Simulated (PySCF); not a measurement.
H4OSi, SMILES O[SiH3]. The structure is a stationary point at B3LYP-D3(BJ)/def2-TZVP.

Calculation: PySCF with B3LYP-D3(BJ)/def2-TZVP.

Harmonic wavenumbers (cm⁻¹): 200, 686, 723, 838, 903, 958, 977, 1005, 2209, 2215, 2262, 3873. Rotational constants (GHz): 77.43, 13.77, 13.51; symmetry number 1.

Work out the zero-point energy and the ideal-gas rigid-rotor harmonic-oscillator thermochemistry at 298.15 K and 1 atm.

ZPE = ½ Σ hcν = ½ × 16851 cm⁻¹ = 24.09 kcal/mol. H − E(el) = 27.10 kcal/mol. Entropy in cal/(mol K): translation 37.54, rotation 20.64, vibration 3.36, total 61.53. G − E(el) = 8.76 kcal/mol. Cp = 13.73 cal/(mol K).
